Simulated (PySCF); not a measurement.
NICS in rings of unrelated molecules.

Probes without a nucleus sit at each ring's centroid and 1 Å off its mean plane on both sides; NICS is minus the shielding there, NICSzz its component along the normal. Level: GIAO PBE0/pcSseg-1 (PySCF, non-relativistic, gas phase) on the GFN2-xTB geometries, one conformer each. Atom numbers follow the mapped SMILES.

Problem. Order these rings by mean NICS(1)zz, lowest (most negative) first (ppm).
A. ring C5–C6–C7–Si8–C9 in `[CH3:1][C@@H:2]([Cl:3])[SiH2:4][C@H:5]1[CH:6]=[CH:7][SiH2:8][CH2:9]1`
B. ring N3–N4–N5–C6–C7 in `[CH2:1]=[CH:2][n:3]1[n:4][n:5][cH:6][c:7]1[Cl:8]`
C. ring Si3–S4–C5–C6–S7 in `[CH2:1]=[N:2][SiH:3]1[S:4][CH2:5][CH2:6][S:7]1`
D. ring C2–C3–N4–N5–C6–C10 in `[F:1][c:2]1[cH:3][n:4][n:5][c:6]([CH:7]2[CH2:8][CH2:9]2)[cH:10]1`
E. ring C2–C3–C4–C5–C6–C8 in `[CH3:1][c:2]1[cH:3][cH:4][cH:5][c:6]([PH-:7])[cH:8]1` (charge -1)
F. ring P4–C5–C6–S7–C8–C9 in `[CH3:1][N:2]([CH3:3])[P:4]1[CH2:5][CH2:6][S:7][CH2:8][CH2:9]1`
G. ring C2–Si3–C4–Si5–C6–Si7 in `[F:1][C@@H:2]1[SiH2:3][CH2:4][SiH2:5][CH2:6][Si@@H:7]1[PH2:8]`

Solution. B (-27.8), D (-25.6), E (-11.2), A (-5.5), C (-3.7), G (3.0), F (4.1).

```json
{"SMILES": "C=Cn1nncc1Cl", "ring": "5-membered ring with 3 N; formal bonds all aromatic", "NICS(0)": "-10.5", "NICS(1)": "-11.6", "NICS(1)zz": "-27.8", "HOMA": "0.92", "rms pucker (Å)": "0.00", "ring atoms with four or more neighbours": "0"}
{"SMILES": "Fc1cnnc(C2CC2)c1", "ring": "6-membered ring with 2 N; formal bonds all aromatic", "NICS(0)": "-6.9", "NICS(1)": "-11.1", "NICS(1)zz": "-25.6", "HOMA": "0.97", "rms pucker (Å)": "0.00", "ring atoms with four or more neighbours": "0"}
{"SMILES": "Cc1cccc([PH-])c1", "ring": "6-membered carbocycle; formal bonds all aromatic", "NICS(0)": "-2.3", "NICS(1)": "-5.5", "NICS(1)zz": "-11.2", "HOMA": "0.95", "rms pucker (Å)": "0.00", "ring atoms with four or more neighbours": "0"}
{"SMILES": "C[C@@H](Cl)[SiH2][C@H]1C=C[SiH2]C1", "ring": "5-membered ring with Si; formal bonds 1 double, 4 single", "NICS(0)": "-2.6", "NICS(1)": "-3.3", "NICS(1)zz": "-5.5", "HOMA": "–", "rms pucker (Å)": "0.08", "ring atoms with four or more neighbours": "3"}
{"SMILES": "C=N[SiH]1SCCS1", "ring": "5-membered ring with 2 S and Si; formal bonds all single", "NICS(0)": "-8.8", "NICS(1)": "-4.9", "NICS(1)zz": "-3.7", "HOMA": "–", "rms pucker (Å)": "0.23", "ring atoms with four or more neighbours": "3"}
{"SMILES": "F[C@@H]1[SiH2]C[SiH2]C[Si@@H]1P", "ring": "6-membered ring with 3 Si; formal bonds all single", "NICS(0)": "-3.2", "NICS(1)": "-2.4", "NICS(1)zz": "3.0", "HOMA": "–", "rms pucker (Å)": "0.29", "ring atoms with four or more neighbours": "6"}
{"SMILES": "CN(C)P1CCSCC1", "ring": "6-membered ring with P and S; formal bonds all single", "NICS(0)": "-4.1", "NICS(1)": "-2.8", "NICS(1)zz": "4.1", "HOMA": "–", "rms pucker (Å)": "0.32", "ring atoms with four or more neighbours": "4"}
```

NICS(0) gives another order. The isotropic NICS(1) gives another order. HOMA uses Krygowski's 1993 parameters; it is left out where a ring has a four-coordinate atom, a triple bond, no multiple bond or a kind of bond without parameters. NICS(1) and NICS(1)zz are means over the two faces.
